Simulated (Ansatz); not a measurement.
BGaH$_{5}$NO, SMILES `OB[NH][GaH2]`. Total charge 0; spin multiplicity 1. Geometry: relaxed with PBE0-D4/def2-TZVP. It is one conformer, not always the lowest.

```xyz
9

O     0.229    0.756    0.942
B    -0.977    0.077    0.622
N    -0.753   -0.654   -0.522
Ga    1.079   -0.208   -0.860
H     0.277    1.321    1.711
H    -1.950    0.200    1.306
H    -1.428   -1.234   -0.984
H     1.357    0.951   -1.877
H     2.166   -1.210   -0.339
```

(1) What is the dipole moment at PBE/def2-TZVPP? (Best estimate.)

(2) And with r2SCAN, B3LYP, ωB97M-V? (An estimate is asked.)

(3) Give the Mulliken charges with PBE, ωB97M-V, r2SCAN in def2-TZVPP. (Estimate.)

## Answers

(1) Computed: 1.35 D, with components (-0.63, 0.53, 1.07) D in this frame, pointing from negative to positive charge.

(2) The calculation gave: r2SCAN 1.44 D, B3LYP 1.44 D, ωB97M-V 1.46 D.

(3) Ansatz gave: 
| atom | PBE | ωB97M-V | r2SCAN |
| --- | --- | --- | --- |
| O1 | -0.28 | -0.33 | -0.37 |
| B2 | 0.12 | 0.16 | 0.26 |
| N3 | -0.24 | -0.31 | -0.35 |
| Ga4 | 0.21 | 0.27 | 0.32 |
| H5 | 0.19 | 0.17 | 0.20 |
| H6 | -0.02 | 0.05 | -0.02 |
| H7 | 0.14 | 0.10 | 0.14 |
| H8 | -0.06 | -0.05 | -0.09 |
| H9 | -0.06 | -0.05 | -0.09 |

B3LYP here is the variant with VWN-RPA as its local correlation; programs differ in this.
